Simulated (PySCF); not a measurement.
**Kr²⁺: ionisation energy**

Kr²⁺ [Ar] 3d10 4s2 4p4 (3P) → Kr³⁺ [Ar] 3d10 4s2 4p3 (4S), as a difference of total energies. Computed with PySCF 2.14 in pcseg-2, with the non-relativistic Hamiltonian (point nucleus). Correlated levels: valence: [Ar] 3d10 frozen. The calculations carry no spin-orbit coupling.

Problem. Order these methods by the ionisation energy they give, lowest first.
A. CCSD (valence)
B. SCS-MP2 (valence)
C. M06-2X
D. UHF

Solution. D (34.319 eV), B (35.074 eV), A (35.123 eV), C (35.316 eV).

These non-relativistic numbers lack the scalar-relativistic shift.

The reference lies between the lowest fine-structure levels, while these numbers refer to the centres of the terms.

Errors of the correlated levels include the incompleteness of this basis and the frozen core.

For comparison: 35.838 ± 0.02 eV (measured; NIST Atomic Spectra Database, ionization energies).
